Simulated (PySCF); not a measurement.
**Te²⁺: script and output**

The script input.py:

```python
from pyscf import gto, dft, tdscf

mol = gto.M(
    atom='Te 0 0 0',
    basis='x2c-tzvpall',
    charge=2,
    spin=2,
    verbose=3,
)
mf = dft.UKS(mol, xc='pbe0')
mf = mf.sfx2c1e()
mf.kernel()
td = tdscf.TDA(mf)
td.nstates = 3
td.kernel()
td.analyze()
mf.dip_moment()
print('orbital energies (hartree):', [e[max(0, n-3):n+3].round(4) for e, n in zip(mf.mo_energy, mol.nelec)])
```

```bash
$ OMP_NUM_THREADS=1 python input.py
```

Output (some set-up lines and the per-cycle HOMO/LUMO lines with their warnings removed):

```
converged SCF energy = -6792.509106269  <S^2> = 2.0020884  2S+1 = 3.001392
Excitation energies (eV)
[0.04937836 0.04937838 8.6127365 ]

** Excitation energies and oscillator strengths **
Excited State   1:      0.04938 eV  25109.01 nm  f=0.0000
Excited State   2:      0.04938 eV  25109.00 nm  f=0.0000
Excited State   3:      8.61274 eV    143.95 nm  f=0.0027
Dipole moment(X, Y, Z, Debye): -0.00000,  0.00000,  0.00000
orbital energies (hartree): [array([-1.2913, -0.8908, -0.8908, -0.8035, -0.3433, -0.3433]), array([-2.3374, -2.3374, -1.2032, -0.7689, -0.7252, -0.7252])]
```

In short: E(SCF) = -6792.509106 Eh, ⟨S²⟩ = 2.002, first excitations without spin–orbit coupling 0.05, 0.05, 8.61 eV.

Hardware: Arm Neoverse V1, 1 thread, shared host. Wall time 16 s, peak memory 0.22 GiB.

No search for the lowest solution was made.
